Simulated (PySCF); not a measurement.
**Field gradients at the hydrogen positions**

Species: C6H5F.
Geometry (GFN2-xTB, Å), atoms numbered from 1 in this order:
```
atom  x, y, z in Å
C1     2.543    0.252   -1.027
C2     1.620   -0.027   -0.317
C3     0.507   -0.334    0.525
C4    -0.881   -0.198    0.027
C5    -1.847   -0.672   -0.714
C6    -0.404    0.797    0.988
F7    -0.864    0.763    2.274
H8     3.360    0.480   -1.643
H9     0.692   -1.129    1.241
H10   -2.819   -0.206   -0.739
H11   -1.708   -1.546   -1.330
H12   -0.197    1.819    0.689
```

Level: PBE0/pcSseg-1 (PySCF, non-relativistic); Q(2H) = 0.00286 b; rigid geometry, the same for H and D, with no vibrational averaging.

**Question.** Rank these positions by the coupling χzz of a deuteron there, largest first.
A. H12 (methine hydrogen)
B. H11 (vinylic hydrogen)
C. H9 (methine hydrogen)
D. H8 (alkyne hydrogen)

**Answer.** D (268 kHz), B (223 kHz), C (212 kHz), A (208 kHz).

**Question.** Give the electric field gradient Vzz (the principal value of largest size), its asymmetry and the 2H coupling at each hydrogen.

**Answer.** 
```tsv
atom	bonded to	bond length (Å)	Vzz (au)	η	χzz (kHz)
H8	C1	1.048	0.3985	0.01	268
H9	C3	1.086	0.3156	0.09	212
H10	C5	1.078	0.3319	0.04	223
H11	C5	1.078	0.3319	0.04	223
H12	C6	1.085	0.3089	0.12	208
```

**Question.** A static deuteron (I = 1) shows a doublet split by (3/2)χ, (3/4)χ(1 + η) and (3/4)χ(1 − η) with the field along z, y and x of the gradient. What are these for H10?

**Answer.** With |χ| = 223.1 kHz and η = 0.037: 335, 173 and 161 kHz, to first order and without motion.

Geometry: GFN2-xTB; no solvent, vibrations or thermal averaging. GFN2-xTB bond lengths can be off by several hundredths of an ångström, more for odd bonds, and the gradients follow them. These gradients aren't converged with respect to the basis.
